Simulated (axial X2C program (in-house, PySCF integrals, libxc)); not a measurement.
## Density and ELF of Ga₂⁻

All values were computed with an in-house relativistic program for diatomic molecules. Two-component (2c) means X2C with spin–orbit coupling and atomic mean-field two-electron Coulomb and Gaunt terms. Basis: Ga dyall-acv3z [10s10p8d5f1g] (cores contracted in-house); Gaussian nuclei, density fitting, unrestricted open shells. Masses: Ga 68.926 u.

PBE0, with spin–orbit coupling, state Ω = 3/2 (⟨Sz⟩ = 1.50, ⟨Lz⟩ = 0.00 at PBE0); Ga at z = 0, Ga at z = 2.514 Å.

The maps cover the half plane through the axis: z from -2.4 to 4.8 Å along the bond, ρ from 0.15 to 2.25 Å away from it.

log10 of the density in e/bohr³:

```
 ρ\z  -2.4  -1.8  -1.2  -0.6   0.0   0.6   1.2   1.8   2.4   3.0   3.6   4.2   4.8
0.15  -2.8  -2.2  -1.6  -0.4   1.4  -0.4  -1.3  -0.8   1.1   0.0  -1.4  -2.1  -2.7
0.45  -2.8  -2.3  -1.6  -0.8   0.2  -0.8  -1.4  -1.0   0.2  -0.6  -1.5  -2.1  -2.7
0.75  -2.9  -2.4  -1.8  -1.3  -0.8  -1.3  -1.6  -1.4  -0.9  -1.2  -1.7  -2.3  -2.8
1.05  -3.0  -2.5  -2.0  -1.6  -1.4  -1.6  -1.8  -1.6  -1.4  -1.6  -1.9  -2.4  -2.9
1.35  -3.2  -2.7  -2.3  -1.9  -1.8  -1.9  -2.0  -1.9  -1.8  -1.9  -2.2  -2.6  -3.1
1.65  -3.3  -2.9  -2.5  -2.3  -2.2  -2.2  -2.2  -2.2  -2.2  -2.2  -2.5  -2.8  -3.2
1.95  -3.5  -3.1  -2.8  -2.6  -2.5  -2.5  -2.5  -2.5  -2.5  -2.5  -2.7  -3.0  -3.4
2.25  -3.7  -3.3  -3.0  -2.8  -2.8  -2.7  -2.7  -2.7  -2.7  -2.8  -3.0  -3.3  -3.6
```

Electron localisation function (collinear form, no current term, damped to 0 at low density):

```
 ρ\z  -2.4  -1.8  -1.2  -0.6   0.0   0.6   1.2   1.8   2.4   3.0   3.6   4.2   4.8
0.15  0.75  0.88  0.64  0.33  0.29  0.32  0.51  0.19  0.25  0.56  0.48  0.88  0.80
0.45  0.72  0.87  0.70  0.20  0.68  0.18  0.54  0.17  0.65  0.27  0.57  0.88  0.77
0.75  0.66  0.85  0.78  0.25  0.20  0.21  0.57  0.28  0.19  0.20  0.71  0.86  0.72
1.05  0.55  0.80  0.81  0.50  0.28  0.41  0.57  0.47  0.28  0.43  0.79  0.82  0.63
1.35  0.41  0.71  0.78  0.68  0.51  0.55  0.55  0.56  0.51  0.64  0.78  0.74  0.48
1.65  0.24  0.57  0.68  0.66  0.58  0.55  0.53  0.55  0.57  0.65  0.69  0.60  0.31
1.95  0.12  0.37  0.54  0.55  0.51  0.51  0.50  0.51  0.51  0.55  0.55  0.42  0.16
2.25  0.04  0.19  0.35  0.41  0.42  0.44  0.45  0.45  0.42  0.41  0.37  0.22  0.06
```

Axial spin density in 10⁻³ e/bohr³:

```
 ρ\z  -2.4  -1.8  -1.2  -0.6   0.0  0.6   1.2  1.8   2.4  3.0   3.6  4.2  4.8
0.15   1.1   3.4   9.0   6.0  -9.9  1.9  14.4  6.2  13.9  0.8  10.2  4.2  1.4
0.45   1.0   3.0   7.8   8.4  -1.4  5.9  13.5  8.5  -1.4  6.0   8.9  3.7  1.2
0.75   0.9   2.4   5.9   8.2   4.7  8.3  11.4  9.3   4.7  7.7   6.7  2.9  1.1
1.05   0.7   1.8   4.1   6.2   6.0  7.6   8.7  8.0   6.2  6.2   4.6  2.1  0.8
1.35   0.5   1.3   2.6   4.0   4.7  5.6   6.1  5.8   4.9  4.2   2.9  1.5  0.6
1.65   0.4   0.8   1.6   2.5   3.1  3.7   4.0  3.8   3.3  2.6   1.8  1.0  0.4
1.95   0.3   0.6   1.0   1.5   2.0  2.3   2.5  2.4   2.1  1.6   1.1  0.6  0.3
2.25   0.2   0.3   0.6   0.9   1.2  1.4   1.5  1.5   1.2  1.0   0.7  0.4  0.2
```

The state is a single determinant with fixed occupations, the lowest that a limited PBE0 search found. Density functionals use the spin component along the axis (collinear). Other states lie close and PBE0, whose exact exchange favours high spin, may order them wrongly; the determinant shown need not be the ground state. The nearest other 2c determinant of the search, Ω = 1/2, lies 0.26 eV up at the distance of the search. With several unpaired electrons one determinant need not be a pure state. The highest occupied level of some functionals is positive through self-interaction error; at Hartree–Fock it is bound. This is the top spin component of a Σ state; components of lower Ω are not single determinants and can lie lower.
